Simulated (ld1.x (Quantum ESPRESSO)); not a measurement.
**Ar (Z = 18): one change to an ultrasoft potential, before and after**

```json
{
  "Element": "Ar",
  "Generator": "ld1.x (Quantum ESPRESSO) 7.5",
  "Type": "ultrasoft",
  "Functional": "PBE",
  "Relativity": "scalar-relativistic",
  "Frozen core": "[Ne]",
  "Valence charge": "8",
  "Reference configuration": "3s2 3p4 (charge +2)",
  "Partial waves": "3s (bound): rcut 1.00, rcutus 1.20 bohr; 3s channel at -0.65 Ry: rcut 1.00, rcutus 1.20 bohr; 3p (bound): rcut 0.90, rcutus 1.05 bohr; 3p channel at -1.9 Ry: rcut 0.90, rcutus 1.05 bohr; 3d channel at 0.45 Ry: rcut 0.90, rcutus 1.20 bohr; 3d channel at 2.9 Ry: rcut 0.90, rcutus 1.20 bohr",
  "Local potential": "all-electron potential smoothed inside 0.85 bohr (lloc = -1)",
  "Core correction": "none",
  "Augmentation charge": "PSQ, inside the norm-conserving radii"
}
```

All-electron outer shells of the reference configuration (PBE, scalar-relativistic, ld1.x):

```
shell  level (eV)  outermost node (bohr)  outermost maximum (bohr)
   3s      -50.55                   0.51                      1.14
   3p      -35.42                   0.48                      1.23
```

Change: reference 3s2 3p6; removed wave 3d channel at 2.9 Ry: rcut 0.90, rcutus 1.20 bohr.

Cutoffs: the cutoffs (Ry, on a coarse ladder) from which the occupation-weighted sum of valence levels, in a spherical-Bessel basis at the reference potential, stays within 10 and 1 mRy of its value at 400 Ry; they do not see the model core or the augmentation charge, which bear on the density cutoff. Errors are all-electron minus pseudo energies relative to the spin-unpolarised reference configuration.

**Question.** What does the change do?

**Answer.** The potential gets neither clearly harder nor softer (35 Ry and 80 Ry → 35 Ry and 80 Ry); the s channel sets the loose cutoff, while the largest relative change is in p, which becomes softer; neither file shows a bound ghost.

```tsv
quantity	base	changed
cutoff, loose	35 Ry	35 Ry
cutoff, tight	80 Ry	80 Ry
loose cutoff by channel (10 mRy a level)	s 21 Ry, p 18 Ry	s 21 Ry, p 15 Ry
bound ghosts	none	none
largest error over its own tests, meV	+5.0	-6.2
s: phases at 1.30 bohr within 0.05 rad from the reference energy up to (Ry; the scan ends near 5)	to the end of the scan	to the end of the scan
p: phases at 1.30 bohr within 0.05 rad from the reference energy up to (Ry; the scan ends near 5)	4.2	3.7
d: phases at 1.30 bohr within 0.05 rad from the reference energy up to (Ry; the scan ends near 5)	to the end of the scan	to the end of the scan
lowest overlap eigenvalue by channel	s 0.41, p 0.74, d 0.96	s 0.42, p 0.76, d 1.00
```
